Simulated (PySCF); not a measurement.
Species: (H2Al-mu-OH)3.
Bonds: Al1–O4, Al1–O12, O4–Al5, Al5–O8, O8–Al9, Al9–O12. Hydrogens: H2, H3 on Al1; H13 on O4; H6, H7 on Al5; H14 on O8; H10, H11 on Al9; H15 on O12.

Method: PySCF 2.14.0, PBE0-D3(BJ)/def2-SVP geometry optimisation, gas phase.

What internal coordinates does the optimisation give?

| bond | length (pm) |
| --- | --- |
| Al1–H2 and 5 like bonds | 158.9 |
| Al1–O4 and 5 like bonds | 186.5 |
| O4–H13, O8–H14, O12–H15 | 96.5 |

Bonds in one row agree within 1 pm and their mean is given. A selection of angles:
| angle | degrees |
| --- | --- |
| H2–Al1–H3 | 124.2 |
| H2–Al1–O4 | 112.0 |
| H2–Al1–O12 | 105.2 |
| O4–Al1–O12 | 93.4 |
| Al1–O4–Al5 | 123.4 |
| Al1–O4–H13 | 118.3 |
| Al5–O4–H13 | 116.4 |
| O4–Al5–H6 | 107.5 |
| O4–Al5–O8 | 101.3 |
| H6–Al5–H7 | 125.3 |
| Al9–O8–H14 | 118.6 |
| Al1–O12–Al9 | 130.8 |
| Al1–O12–H15 | 113.9 |

Dihedral angles: O12–Al1–O4–Al5 -16° (synperiplanar); O4–Al1–O12–Al9 -59° (synclinal); Al1–O4–Al5–O8 60° (synclinal); O4–Al5–O8–Al9 -52° (synclinal); Al5–O8–Al9–O12 5° (synperiplanar); O8–Al9–O12–Al1 65° (synclinal).

Al1 (aluminium bonded to 2 O and 2 H) has angles from 93.4° to 124.2°. O4 (oxygen bonded to 2 Al and H) is almost planar (angles 123.4°, 118.3° and 116.4°, sum 358.0°, 0.12 Å off the plane of its three neighbours).

Point group: near Cs, missed by 0.30 Å at most; the miss may be what the optimiser left on a soft mode. Stationary, but not proved a minimum. One conformer, not necessarily the lowest.

On one thread, Intel Xeon Platinum 8259CL at 2.50 GHz (x86_64), no GPU, shared host with 96 logical CPUs at a one-minute load of 38, this took 5.2 min of wall time and 0.61 GiB of memory at its peak. This is the geometry optimisation.
